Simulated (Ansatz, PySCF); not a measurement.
Process, species as SMILES: C[SiH](C)[SiH2] -> C[SiH](C)[SiH2-] (an electron is taken up)
Geometries: B3LYP-D3(BJ)/def2-TZVP minima from Ansatz (a first-principles code), one conformer each, not searched for the lowest.
Geometry of the first species:
SMILES: C[SiH](C)[SiH2]
```xyz
13

C      1.8717    -0.7089     0.2315
Si     0.1926    -0.2861    -0.5025
C     -0.9998    -1.7296    -0.2898
Si    -0.6131     1.6682     0.4984
H      1.7925    -0.8838     1.3065
H      2.2741    -1.6147    -0.2276
H      2.5881     0.0986     0.0735
H      0.3431     0.0011    -1.9540
H     -1.9758    -1.5036    -0.7216
H     -0.6072    -2.6219    -0.7845
H     -1.1436    -1.9623     0.7670
H     -0.7064     1.6029     1.9830
H     -1.9098     2.1653    -0.0351
```
Charge 0, spin multiplicity 2.

Property: adiabatic electron affinity (0 K, with B3LYP-D3(BJ) harmonic zero-point energies from PySCF), positive where the reaction releases energy, in eV. Valence correlation only, unless marked. UHF or UKS for open shells. No spin-orbit coupling. No relativistic terms. Anions need diffuse functions: aug- sets have them; def2-D sets add few; the other sets have none. CBS(X,Y): correlation extrapolated as X^-3; Hartree-Fock from the larger set. [CCSD(T)-MP2]/basis is that difference in the basis named.

```csv
level,program,adiabatic electron affinity (eV)
HF/aug-cc-pV(T+d)Z,Ansatz,0.38
```

Problem. Estimate the value at RI-MP2/CBS(aug-cc-pV(T+d)Z,aug-cc-pV(Q+d)Z)+[CCSD(T)-MP2]/aug-cc-pV(T+d)Z as computed with Ansatz.

Solution. 1.70 eV
